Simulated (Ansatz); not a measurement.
A structure relaxed at r2SCAN-D4/def2-TZVP in Ansatz, charge 0, singlet:

```xyz
6

Ge    1.1463   -0.0801   -1.3413
Ge   -0.2707   -0.5085    0.5165
H    -0.5610    0.5092   -0.8254
H    -0.5311    0.3950    1.7414
H     1.6887    1.1566   -0.5000
H    -1.4722   -1.4723    0.4087
```

(1) Give its formula.

(2) Summarise the bond lengths by kind (pairs closer than 1.2 times the sum of covalent radii, bridged metal pairs left out).

Results:

(1) the cluster Ge₂H₄.

(2) 1 × Ge–Ge 2.38 Å; 4 × Ge–H 1.54 to 1.71 Å.

The structure comes from a short search, and lower isomers may exist.
